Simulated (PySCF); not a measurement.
Molecule: sum formula ZnO₂H₂, net charge -1, doublet state. The spin state was set by rule; other spins were not relaxed. SMILES of the parent species: [OH][Zn][OH]
Geometry from a B3LYP-D3(BJ)/def2-TZVP (Ansatz) optimisation:
```xyz
5

Zn     0.0026     0.3095     0.0688
O      1.2580    -0.3589    -1.2222
H      1.7676     0.4070    -1.5077
O     -1.2680    -0.8225     0.9596
H     -1.7662    -0.2416     1.5445
```
Charge -1, spin multiplicity 2.

Dispersion corrections to the total energy (kcal/mol) from the dftd3 and dftd4 libraries through PySCF: D3(BJ) without and D4 with the three-body term, each with the damping fitted for the functional named.

| functional | D3(BJ) | D4 |
|---|---|---|
| TPSS | -1.54 | -2.00 |
| B3LYP | [?] | -2.40 |
| B2GP-PLYP | -0.97 | -0.62 |
| PBE | -1.21 | -1.48 |
| BHLYP | [?] | -1.84 |
| BP86 | [?] | -1.98 |
| HF | -11.92 | -5.52 |

Problem. What belongs in the gaps?

Solution. 
- B3LYP, D3(BJ): -2.23
- BHLYP, D3(BJ): -1.83
- BP86, D3(BJ): -2.03
